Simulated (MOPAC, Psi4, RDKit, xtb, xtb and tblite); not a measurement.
Two geometries of SMILES OB(CB(O)O)O, relaxed at GFN2-xTB with one dihedral held; other torsions can differ between them too.

Structure A

```
13

O      0.5736     2.0574     3.1513
B      0.4632     1.1278     2.1662
O     -0.6570     0.3752     2.1061
C      1.6330     0.8977     1.0946
B      2.2372     2.2860     0.6084
O      2.2305     2.7316    -0.6771
O      2.7641     3.1176     1.5468
H      1.3968     2.5489     3.1249
H     -1.2908     0.5783     2.7956
H      2.4164     0.3363     1.6057
H      1.2868     0.2755     0.2715
H      1.8418     2.1469    -1.3247
H      3.0932     3.9405     1.1815
```

Structure B

```
13

O      0.1159     1.9107     2.9391
B     -0.5276     1.0031     2.1305
O     -0.4515     1.1742     0.7859
C     -1.4851    -0.1480     2.6679
B     -2.9886     0.0981     2.1730
O     -3.2674     0.4178     0.8808
O     -4.0100     0.0060     3.0518
H     -0.4153     2.4023     3.5566
H      0.1225     1.8927     0.5133
H     -1.4411    -0.2549     3.7489
H     -1.1633    -1.0972     2.2387
H     -2.4867     0.5261     0.3347
H     -4.8698     0.1608     2.6577
```

Question: Which is lower in energy at the level DF-MP2 (frozen core)/cc-pVTZ // GFN2-xTB (Psi4), and by how much?

Answer: A is lower, by 30.25 kJ/mol (dihedral H8–O1–B2–O3: 180° in A, 120° in B).

E(B) − E(A) in kJ/mol at the other levels, on the same two geometries: GFN2-xTB (xtb and tblite) 28.41; PBE0/def2-TZVP // GFN2-xTB (Psi4) 29.66; PBE0-D3(BJ)/def2-TZVP // GFN2-xTB (Psi4) 29.60; PBE/def2-TZVP // GFN2-xTB (Psi4) 29.34; PBE-D3(BJ)/def2-TZVP // GFN2-xTB (Psi4) 29.30; HF/cc-pVTZ // GFN2-xTB (Psi4) 28.82; UFF // GFN2-xTB (RDKit) -36.77; PM7, restricted, heats of formation // GFN2-xTB (MOPAC) 15.20; PM6, restricted, heats of formation // GFN2-xTB (MOPAC) 19.60; GFN1-xTB // GFN2-xTB (xtb) 23.61.
